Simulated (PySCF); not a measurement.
CrO2Cl, SMILES [O]=[Cr+]([Cl])=[O], charge +1, multiplicity 1. Atoms are numbered in the order given.

```xyz
4

Cr     0.4259     0.2908     0.0000
O      1.0701    -0.3312     1.2333
O      1.0701    -0.3312    -1.2333
Cl    -1.6085    -0.0987     0.0000
```
Charge +1, spin multiplicity 1.

Coordinates come from a B3LYP-D3(BJ)/def2-SVP optimisation. The spin state was assumed, not searched. The isomer is the one that the SMILES or the coordinates give; other isomers of the formula were not compared.

Two levels are set side by side: PBE/pcSseg-2 (PySCF) and PBE0/pcSseg-2 (PySCF). GIAO shifts against H2O (¹⁷O), HCl (³⁵Cl) at the same level; non-relativistic, no solvent, atoms listed together averaged. Without spin–orbit terms, shifts of atoms bonded to Cl or Br come out too high at both levels. Differences are taken from unrounded values.

```json
[
 {"quantity": "δ(¹⁷O) of O2, O3 (ppm)", "PBE0": "2100.6"},
 {"quantity": "δ(³⁵Cl) of Cl4 (ppm)", "PBE0": "1823.0"}
]
```

### Question
What does PBE give, and how far is it from PBE0? (Estimate from the structure and the level; the computed values follow.)

### Answer

```json
[
 {"quantity": "δ(¹⁷O) of O2, O3 (ppm)", "PBE": "1610.4", "PBE minus PBE0": "-490.2"},
 {"quantity": "δ(³⁵Cl) of Cl4 (ppm)", "PBE": "1713.1", "PBE minus PBE0": "-109.9"}
]
```

Rough cost on one machine, each run with all the roots and properties that it gave: PBE0 against PBE within a factor of 2.
